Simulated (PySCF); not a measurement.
o-xylylene (C8H8), SMILES c1ccc(c(c1)=C)=C. Heavy atoms are numbered as in [CH2:1]=[c:2]1[cH:3][cH:4][cH:5][cH:6][c:7]1=[CH2:8]. Hydrogens are named by the atom that carries them.

Geometry: ωB97X-D3(BJ)/def2-SVP.

All values below come from PBE/def2-TZVP run with PySCF.

ESP charges are fitted to the potential on shells at 1.4 to 2.0 van der Waals radii. Atomic charges (e), one atom of each kind:

```tsv
atom	ESP fit	Mulliken
C1 (CH2)	-0.63	-0.29
C2	[?]	0.14
C3 (CH)	-0.29	-0.19
C4 (CH)	[?]	-0.10
H on C1	0.21	0.11
H on C3	0.16	0.10
H on C4	[?]	0.11
```

Question: Fill in the missing entries. (An estimate is asked for; the answer gives what the named calculation found.)

Answer: 
- C2, ESP fit: 0.31
- C4 (CH), ESP fit: -0.12
- H on C4, ESP fit: 0.13

Question: Give the Mayer and Wiberg (Löwdin basis) orders of the bonds. (An estimate is asked for; the answer gives what the named calculation found.)

Answer: 
```
bond   Mayer  Wiberg
-----  -----  ------
C1–C2   1.68    1.89
C2–C3   1.08    1.22
C3–C4   1.74    1.87
C4–C5   1.10    1.31
C5–C6   1.74    1.87
C2–C7   1.01    1.09
C6–C7   1.08    1.22
C7–C8   1.68    1.89
```
